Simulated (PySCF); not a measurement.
C₅H₄FNO.
SMILES with atom numbers: `[CH2:1]=[C:2]([C:3]#[N:4])[C@@:5]1([F:6])[CH2:7][O:8]1` (hydrogens: H9, H10 on C1; H11, H12 on C7)

Torsions of this conformer, `[CH2:1]=[C:2]([C:3]#[N:4])[C@@:5]1([F:6])[CH2:7][O:8]1`: C1–C2–C5–F6 3°.

The closed-shell ground state was solved at several levels (PySCF, density fitting, gas phase, non-relativistic). One conformer (not necessarily the lowest) at the GFN2-xTB geometry, without solvent, vibrations or thermal averaging.

| level | basis functions | HOMO (eV) | LUMO (eV) | gap (eV) | dipole (D) |
| --- | --- | --- | --- | --- | --- |
| PBE0/pcSseg-1 | 156 | -8.50 | -1.97 | 6.53 | 2.96 |
| B3LYP/pcJ-1 | 256 | -8.26 | -2.17 | 6.09 | 2.96 |

Task: What might CAM-B3LYP/def2-SVPD (198 basis functions) give for the same quantities?

Result: HOMO -9.86 eV, LUMO -0.91 eV, gap 8.95 eV, dipole 2.95 D.

Task: Over all these levels, which gives the widest orbital gap and which the narrowest?

Result: CAM-B3LYP/def2-SVPD (range-separated hybrid) has the widest, 8.95 eV, and B3LYP/pcJ-1 (global hybrid, 20 % exact exchange) the narrowest, 6.09 eV. Functional and basis both differ between the two, so the spread mixes both effects.

Task: How far do the dipole and the HOMO energy spread over the levels?

Result: The dipole runs from 2.95 to 2.96 D (mean 2.96 D) and the HOMO from -9.86 to -8.26 eV.
